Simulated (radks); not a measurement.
Problem. The mean radii <r> (bohr) of the occupied orbitals of an atom or ion are listed with their occupations. All-electron calculation, non-relativistic Kohn-Sham, TPSS, spin-polarised, spherical densities, point nucleus; meta-GGA in the generalised Kohn-Sham scheme. Program: a radial shooting solver on a logarithmic mesh with Libxc functionals.

| orbital | occ. | <r> |
|---|---|---|
| 1s | 2 | 0.03544 |
| 2s | 2 | 0.1531 |
| 2p | 6 | 0.1312 |
| 3s | 2 | 0.3837 |
| 3p | 6 | 0.3702 |

Name the element and its charge. Open shells, if any, are filled with parallel spins first.

Solution. Z = 43, technetium, charge +25: Tc25+ in [Ar]. The 1s radius gives Z: for a bare nucleus <r> = 1.5/Z, 0.03488 bohr for Z = 43, and screening makes it slightly larger (0.03544 here). The occupations add up to 18, and the charge is Z minus that.
